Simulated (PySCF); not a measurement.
Run record: excited-state job, `C#CC1=CC=[O+][GaH2-][S]1`.

Method: TDDFT PBE0/def2-SVPD, vertical, gas phase, core orbitals frozen in the response (PySCF 2.14.0, density-fitted response routines). Geometry: GFN2-xTB. The input is one job of a driver script: a line of settings, then coordinates in Å.

Command:
```bash
OMP_NUM_THREADS=1 python probes_run.py task.json out
```

Input:
```
{"job": {"kind": "uv", "xc": "PBE0", "basis": "def2-SVPD", "nstates": 8, "ntriplets": 3}, "charge": 0, "multiplicity": 1}
C      3.018401    -1.627172    -0.592290
C      1.965381    -1.086446    -0.379587
C      0.717518    -0.479594    -0.126366
C      0.650898     0.909880    -0.253194
C     -0.469848     1.694783    -0.057182
O     -1.628765     1.287862     0.274217
Ga    -2.491268    -0.336203     0.653856
S     -0.502501    -1.596044     0.296693
H      3.940580    -2.093557    -0.778020
H      1.566304     1.411537    -0.533029
H     -0.361620     2.776932    -0.197734
H     -2.886704    -0.291583     2.145379
H     -3.522764    -0.569908    -0.470470
```

Output:
```
coarse grid: 57176 points
cycle   1  E = -2590.3830410830  dE =  7.926e-01  |g| = 8.046e-01  |ddm| = 1.511e+01
cycle   2  E = -2590.0750733689  dE =  3.080e-01  |g| = 1.483e+00  |ddm| = 3.779e+00
cycle   3  E = -2590.4782844424  dE = -4.032e-01  |g| = 3.015e-01  |ddm| = 2.328e+00
cycle   4  E = -2590.4980388660  dE = -1.975e-02  |g| = 6.986e-02  |ddm| = 6.426e-01
cycle   5  E = -2590.4986180815  dE = -5.792e-04  |g| = 4.544e-02  |ddm| = 2.485e-01
cycle   6  E = -2590.4991217019  dE = -5.036e-04  |g| = 1.167e-02  |ddm| = 1.144e-01
cycle   7  E = -2590.4991531437  dE = -3.144e-05  |g| = 3.964e-03  |ddm| = 3.011e-02
cycle   8  E = -2590.4991574362  dE = -4.292e-06  |g| = 1.154e-03  |ddm| = 9.790e-03
final grid: 119144 points
cycle   9  E = -2590.4991360959  dE =  9.351e-07  |g| = 2.103e-03  |ddm| = 1.271e-02
cycle  10  E = -2590.4991319266  dE =  4.169e-06  |g| = 4.227e-03  |ddm| = 1.394e-02
cycle  11  E = -2590.4991374522  dE = -5.526e-06  |g| = 3.550e-04  |ddm| = 9.106e-03
cycle  12  E = -2590.4991374822  dE = -3.006e-08  |g| = 8.668e-05  |ddm| = 9.648e-04
cycle  13  E = -2590.4991374841  dE = -1.924e-09  |g| = 1.308e-05  |ddm| = 2.367e-04
cycle  14  E = -2590.4991374842  dE = -4.457e-11  |g| = 5.355e-06  |ddm| = 3.233e-05
converged SCF energy = -2590.4991374842

Static polarisability (au): isotropic 119.012, principal 73.560 116.618 166.857

Singlet excitations
state   eV       nm        f      main configurations
  1   3.0231    410.1   0.05320   H->L 0.96
  2   3.1491    393.7   0.00023   H-1->L 0.99
  3   4.0729    304.4   0.00038   H-4->L 0.98
  4   4.4349    279.6   0.16385   H-2->L 0.80, H-3->L 0.15
  5   4.5542    272.2   0.18438   H-3->L 0.80, H-2->L 0.14
  6   4.8049    258.0   0.00000   H-5->L 0.95
  7   5.5382    223.9   0.00366   H->L+1 0.96
  8   5.8878    210.6   0.00005   H-6->L 0.93

Triplet excitations (Tamm-Dancoff, eV): 1.9221 2.8950 3.1605
```

The SCF starts on a coarse grid where the log names one; the energy can jump when the final grid takes over, and dE then counts from the start density on the new grid. H and L stand for HOMO and LUMO; the number after each pair is its weight.

Which computed singlet has the largest oscillator strength, and what do all of them sum to?

State 5 at 4.55 eV (272 nm), f = 0.184; the 8 states sum to 0.406.

Main results: HOMO -7.03 eV, LUMO -3.32 eV; lowest singlet 3.02 eV; lowest triplet 1.92 eV (Tamm–Dancoff); mean polarisability 119.0 au.

 The PBE0/def2-SVPD calculation is non-relativistic and has no spin–orbit coupling, an omission that weighs most on gallium.

How long does this job take on an Arm Neoverse N1 with one thread, no GPU, shared host with 64 logical CPUs at a one-minute load of 56? And the peak memory of the process?

About 98 s (density and orbital grids were written too), with 0.92 GiB resident at the peak, the Python interpreter and its libraries included.
Labels such as C1 count atoms from 1, the log's own numbers from 0.
